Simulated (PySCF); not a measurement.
Molecule: `CC(C)S(=O)(=O)O`, C3H8O3S.

Numbering as in the mapped SMILES `[CH3:1][CH:2]([CH3:3])[S:4](=[O:5])(=[O:6])[OH:7]`; H(Xn) means a hydrogen on atom n.

Geometry PBE0-D3(BJ)/def2-SVP throughout; GIAO in PySCF, gas phase, one conformer, non-relativistic; equivalent atoms averaged; basis pcSseg-1.

For orientation, wB97X-D gives these shifts δ (against TMS, CS2, H2O at the same level): C2 61.7, C1/C3 17.3, S4 349.0, O5/O6 225.9, O7 203.2, H(O7) 4.29, H(C2) 2.72, H(C1)/H(C3) 1.41 ppm.

A run gave: C2 61.0, C1/C3 17.4, S4 343.9, O5/O6 225.1, O7 202.5, H(O7) 4.25, H(C2) 2.81, H(C1)/H(C3) 1.40 ppm (shifts δ (against TMS, CS2, H2O at the same level)).

Which functional was used in that run?
A. OPBE
B. B97-2
C. LDA
D. B97-D

Results:

B. O5/O6 tells them apart best: B97-2 gives 225.1, LDA gives 260.2, B97-D gives 234.2, OPBE gives 232.0 ppm.
